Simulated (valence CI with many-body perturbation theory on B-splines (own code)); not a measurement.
Level structure of Pd31+

Computed by valence CI with perturbative core correlation (CI+MBPT): five valence electrons over a frozen Dirac-Fock core [Ne], radial functions for each j: 11 s, 11 p, 10 d, 8 f, 5 g, 2 h, with the one-electron correlation potential Σ1 (screened to all orders), the two-electron term Σ2, the three-electron term Σ3, Breit, model QED; selected single and double excitations, second order for the rest, scaled by the run's own slope (own B-spline code, finite nucleus).

No measured spectrum was set against this ion. As an estimate, large intervals hold to a few tenths of a per cent, small ones and those within an open d or f shell to about a per cent. Among the levels kept, up to 4100 cm⁻¹ of a level comes from second order outside the variational space, and about a tenth of that is noise between levels of different J, which matters for small intervals.

Levels 1 to 45 of 170, with energies above the lowest level, (3s^2 3p1/2^2 3p3/2) J=3/2. "Leading %" is the weight of the configuration and term that name the level; weights of strongly mixed levels are sums over their largest components and can fall short, so below about 35 % the name and the second component can differ from the true leading terms, or belong to a minority configuration. In the jj column 3d3/2^4 stands for four electrons in 3d with j = 3/2. Lifetimes count E1, E2, E3, M1 and M2 decay at the calculated energies, and are blank where another channel may lead or the interval is too uncertain; long ones can be off by a factor of two.

```tsv
No.	Configuration	Term	J	E (cm⁻¹)	Leading %	g	Second component	Lifetime	Leading jj
1	3s2 3p3	2P°	3/2	0	39	1.474	38 % 3s2 3p3 4S°		3s^2 3p1/2^2 3p3/2 (95 %)
2	3s2 3p3	2D°	3/2	250830	49	1.385	47 % 3s2 3p3 4S°	2.93 μs	3s^2 3p1/2 3p3/2^2 (95 %)
3	3s2 3p3	2D°	5/2	302840	98	1.196		15.1 μs	3s^2 3p1/2 3p3/2^2 (98 %)
4	3s2 3p3	2P°	1/2	367980	98	0.660		2.82 μs	3s^2 3p1/2 3p3/2^2 (98 %)
5	3s2 3p3	2P°	3/2	622280	56	1.265	28 % 3s2 3p3 2D°	1.05 μs	3s^2 3p3/2^3 (96 %)
6	3s 3p4	4P	5/2	900640	71	1.517	14 % 3s 3p4 2D	127 ps	3s 3p1/2^2 3p3/2^2 (82 %)
7	3s2 3p2 3d	4F	3/2	962550	24	0.964	16 % 3s2 3p2 3d 2D	229 ps	3s^2 3p1/2^2 3d3/2 (66 %)
8	3s 3p4	4P	1/2	1040700	50	2.354	35 % 3s 3p4 2S	32.5 ps	3s 3p1/2^2 3p3/2^2 (74 %)
9	3s 3p4	4P	3/2	1069500	35	1.114	26 % 3s2 3p2 3d 4F	24.1 ps	3s 3p1/2^2 3p3/2^2 (38 %)
10	3s2 3p2 3d	4F	5/2	1111000	35	1.174	26 % 3s2 3p2 3d 4D	33.0 ps	3s^2 3p1/2^2 3d5/2 (75 %)
11	3s 3p4	4P	3/2	1192300	34	1.285	26 % 3s 3p4 2D	47.7 ps	3s 3p1/2 3p3/2^3 (58 %)
12	3s2 3p2 3d	4F	5/2	1227000	24	1.107	21 % 3s 3p4 2D	369 ps	3s^2 3p1/2 3p3/2 3d3/2 (66 %)
13	3s2 3p2 3d	2P	3/2	1228000	37	1.016	25 % 3s2 3p2 3d 4F	241 ps	3s^2 3p1/2 3p3/2 3d3/2 (79 %)
14	3s2 3p2 3d	4D	1/2	1236200	62	0.385	20 % 3s2 3p2 3d 2P	141 ps	3s^2 3p1/2 3p3/2 3d3/2 (87 %)
15	3s2 3p2 3d	2F	5/2	1257500	36	1.084	29 % 3s 3p4 2D	130 ps	3s 3p1/2 3p3/2^3 (36 %)
16	3s2 3p2 3d	4F	7/2	1279800	47	1.117	27 % 3s2 3p2 3d 2G	2.84 ns	3s^2 3p1/2 3p3/2 3d3/2 (78 %)
17	3s2 3p2 3d	4D	7/2	1305000	48	1.302	25 % 3s2 3p2 3d 4F	26.8 ns	3s^2 3p1/2 3p3/2 3d5/2 (93 %)
18	3s2 3p2 3d	4D	1/2	1353900	25	1.102	25 % 3s 3p4 2P	11.3 ps	3s 3p1/2 3p3/2^3 (39 %)
19	3s2 3p2 3d	4F	9/2	1355100	55	1.230	44 % 3s2 3p2 3d 2G		3s^2 3p1/2 3p3/2 3d5/2 (94 %)
20	3s2 3p2 3d	4D	3/2	1367400	42	1.152	19 % 3s 3p4 2D	18.8 ps	3s^2 3p1/2 3p3/2 3d5/2 (39 %)
21	3s2 3p2 3d	4P	5/2	1379800	32	1.256	18 % 3s2 3p2 3d 4F	8.15 ps	3s^2 3p1/2 3p3/2 3d5/2 (60 %)
22	3s2 3p2 3d	4P	3/2	1431500	22	1.233	21 % 3s 3p4 2P	2.60 ps	3s^2 3p1/2 3p3/2 3d3/2 (59 %)
23	3s2 3p2 3d	4D	5/2	1444100	32	1.304	23 % 3s2 3p2 3d 4P	4.49 ps	3s^2 3p1/2 3p3/2 3d3/2 (42 %)
24	3s2 3p2 3d	2G	7/2	1450600	51	1.049	15 % 3s2 3p2 3d 4F	23.2 ps	3s^2 3p1/2 3p3/2 3d5/2 (65 %)
25	3s2 3p2 3d	4P	1/2	1457900	41	2.032	23 % 3s2 3p2 3d 2S	3.31 ps	3s^2 3p1/2 3p3/2 3d3/2 (71 %)
26	3s 3p4	2P	3/2	1493600	33	1.380	33 % 3s2 3p2 3d 2P	4.05 ps	3s^2 3p1/2 3p3/2 3d5/2 (47 %)
27	3s2 3p2 3d	2D	3/2	1517200	67	0.897	9 % 3s2 3p2 3d 4P	10.7 ps	3s^2 3p1/2 3p3/2 3d5/2 (56 %)
28	3s2 3p2 3d	2D	5/2	1521800	52	1.121	33 % 3s2 3p2 3d 2F	3.99 ps	3s^2 3p1/2 3p3/2 3d5/2 (61 %)
29	3s2 3p2 3d	2P	1/2	1548400	60	1.230	22 % 3s 3p4 2S	8.64 ps	3s^2 3p1/2 3p3/2 3d5/2 (28 %)
30	3s2 3p2 3d	2F	7/2	1617200	48	1.247	39 % 3s2 3p2 3d 4D	214 ps	3s^2 3p3/2^2 3d5/2 (96 %)
31	3s2 3p2 3d	2P	1/2	1623300	38	1.180	35 % 3s2 3p2 3d 2S	7.92 ps	3s^2 3p1/2 3p3/2 3d5/2 (40 %)
32	3s2 3p2 3d	2G	9/2	1640800	54	1.207	44 % 3s2 3p2 3d 4F	2.16 μs	3s^2 3p3/2^2 3d5/2 (93 %)
33	3s2 3p2 3d	4P	1/2	1680500	29	1.354	26 % 3s2 3p2 3d 2P	3.03 ps	3s^2 3p3/2^2 3d3/2 (69 %)
34	3s2 3p2 3d	2D	5/2	1690800	35	1.196	16 % 3s2 3p2 3d 2F	3.23 ps	3s^2 3p3/2^2 3d3/2 (64 %)
35	3s2 3p2 3d	2D	3/2	1691800	36	1.128	22 % 3s2 3p2 3d 4P	2.88 ps	3s^2 3p3/2^2 3d3/2 (73 %)
36	3s2 3p2 3d	2F	7/2	1724500	77	1.106	15 % 3s2 3p2 3d 2G	3.53 ps	3s^2 3p3/2^2 3d3/2 (77 %)
37	3s2 3p2 3d	2D	5/2	1771900	83	1.204	10 % 3s2 3p2 3d 4D	253 ps	3s^2 3p3/2^2 3d5/2 (94 %)
38	3s2 3p2 3d	2D	3/2	1782700	46	1.044	36 % 3s2 3p2 3d 2P	3.77 ps	3s^2 3p3/2^2 3d3/2 (57 %)
39	3s2 3p2 3d	2D	3/2	1856000	63	1.010	24 % 3s2 3p2 3d 2P	4.69 ps	3s^2 3p3/2^2 3d5/2 (68 %)
40	3s 3p3 3d	6D°	5/2	1865000	51	1.437	16 % 3s 3p3 3d 4F°	163 ps	3s 3p1/2^2 3p3/2 3d3/2 (74 %)
41	3s 3p3 3d	6D°	1/2	1868300	68	2.976	22 % 3s 3p3 3d 4P°	225 ps	3s 3p1/2^2 3p3/2 3d3/2 (73 %)
42	3s 3p3 3d	6D°	3/2	1868800	61	1.598	11 % 3s 3p3 3d 4P°	137 ps	3s 3p1/2^2 3p3/2 3d3/2 (74 %)
43	3s2 3p2 3d	2S	1/2	1871200	23	1.669	22 % 3s 3p4 2P	2.92 ps	3s 3p3/2^4 (48 %)
44	3s2 3p2 3d	2D	5/2	1877600	55	1.114	33 % 3s2 3p2 3d 2F	3.93 ps	3s^2 3p3/2^2 3d5/2 (80 %)
45	3s 3p3 3d	6D°	7/2	1878500	53	1.447	17 % 3s 3p3 3d 4D°	268 ps	3s 3p1/2^2 3p3/2 3d3/2 (51 %)
```

The ionisation energy to 3s2 3p2 3P_0 of the next ion comes out as 1854.3 eV (NIST: 1869 ± 7 eV (semi-empirical), further off than twice its uncertainty). All 170 levels together are meant to be complete up to 3063500 cm⁻¹.
